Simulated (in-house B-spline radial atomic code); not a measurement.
The numbers below are computed, except where a source is named.
Correlation energy from the adiabatic connection: −V exp(−r²/w²), V = 14.2, w = 1.53

Two electrons in a singlet, external potential −V exp(−r²/w²), V = 14.2, w = 1.53 (atomic units). Full CI in B-splines (partial waves to l = 8, correlation up to 0.6 % small) with the density held fixed gives W(λ) = <V_ee>_λ − U, and E_c is the integral of W(λ) − W(0) from 0 to 1.

| λ | W(λ) − W(0) (hartree) |
| --- | --- |
| 0 | 0.00000 |
| 0.02 | -0.00195 |
| 0.05 | -0.00485 |
| 0.12 | -0.01149 |
| 0.25 | -0.02341 |
| 0.4 | -0.03649 |
| 0.6 | -0.05292 |
| 0.8 | -0.06827 |
| 1 | -0.08263 |

**Question.** Integrate the table by the trapezoid rule.

**Answer.** The strips give -0.00002, -0.00010, -0.00057, -0.00227, -0.00449, -0.00894, -0.01212, -0.01509, which sum to -0.04360 hartree. The direct value, W(1) − W(0) + T_c with T_c = 0.03896, is -0.04367; the curve is convex, so chords lie above it and the trapezoids fall short in size by 0.15 %.

**Question.** Now use only three numbers: W(0) = -1.3112, the initial slope W'(0) = -0.09784 (extrapolated from the first points) and the strong-coupling limit of the point-charge-plus-continuum model, W∞ = -1.8077. What do second-order theory and the interpolation W(λ) = W∞ + (W(0) − W∞)/√(1 + 2χλ) of Seidl, Perdew and Levy give?

**Answer.** Second order keeps the slope alone: E_c = W'(0)/2 = -0.04892, +12 % in size against -0.04367. Matching the slope fixes χ = W'(0)/(W∞ − W(0)) = -0.09784/(-0.49650) = 0.19706. Integrating, with s = √(1 + 2χ) = 1.180728, E_c = −(W(0) − W∞)(s − 1)/(s + 1) = −0.49650 × 0.180728/2.180728 = -0.04115 hartree, -5.8 % in size against the full result. At λ = 1 the formula gives W − W(0) = -0.07600 against -0.08263. Part of the miss can come from the model's W∞.
